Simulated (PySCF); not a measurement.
ClH5OSi2, SMILES O[Si@@H]([SiH3])Cl.

Geometry optimised at PBE-D3(BJ)/def2-SVP. The structure was generated by enumeration; whether it is a known compound was not checked. The values are those of a single conformer.

The numbers are results of PySCF with PBE-D3(BJ)/def2-SVP, not measurements.

Frequencies are harmonic and unscaled.

```
mode  ν (cm⁻¹)  IR (km/mol)  moving atoms (share of kinetic energy)
----  --------  -----------  --------------------------------------
1          101          0.6         H 48 %, Si 22 %, Cl 20 %, O 9 %
2          109          1.5                H 62 %, Si 18 %, Cl 16 %
3          171          5.2                 O 39 %, Si 34 %, H 22 %
4          216         17.1        H 48 %, O 19 %, Si 18 %, Cl 15 %
5          293         95.0                          H 54 %, O 32 %
6          400         13.7                Si 61 %, H 26 %, Cl 10 %
7          490         46.4                 H 71 %, Si 18 %, Cl 9 %
8          503         31.7                         H 65 %, Si 33 %
9          534         52.0                Si 50 %, Cl 28 %, H 20 %
10         716        182.8                                  H 94 %
11         791        160.2                                  H 92 %
12         813        110.5                 O 45 %, H 42 %, Si 13 %
13         831        130.6                         H 81 %, Si 14 %
14         895         34.2                                  H 93 %
15         900         34.4                                  H 97 %
16         916         51.0                 H 54 %, Si 28 %, O 18 %
17        2141        123.2                                  H 97 %
18        2158         38.2                                  H 99 %
19        2173         72.2                                  H 96 %
20        2180         79.2                                  H 96 %
21        3742         82.4                                  H 94 %
```
